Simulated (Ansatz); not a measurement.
Consider the ligand exchange at a B–C bond: `CC(C)=CBF` + `CNC` → `CN(C)BF` + `C=C(C)C`.

Computed with Ansatz on PBE0-D4/def2-TZVP structures; ΔE is electronic, products minus reactants. CCSD(T)/CBS is the MP2 limit (def2-TZVPP, def2-QZVPP) plus CCSD(T) − MP2 in def2-TZVPP, frozen cores. This one scheme is used for every species. One conformer a species, not always the lowest.

```csv
species,MP2/CBS(def2) energy (Eh)
`CC(C)=CBF`,-281.57359
`CNC`,-134.94595
`CN(C)BF`,-259.62632
`C=C(C)C`,-156.93895
```

Q: Work out ΔE.

A: ΔE = (-259.62632) + (-156.93895) − (-281.57359) − (-134.94595) = -0.04573 Eh = -28.7 kcal/mol. CCSD(T)/CBS gives -28.5 kcal/mol.

Largest T1 diagnostic among the species: 0.012.

In def2-TZVPP, CCSD(T) changes the Hartree–Fock value by −1.3 kcal/mol (the triples alone add +0.0 kcal/mol) and MP2 by −1.5 kcal/mol.
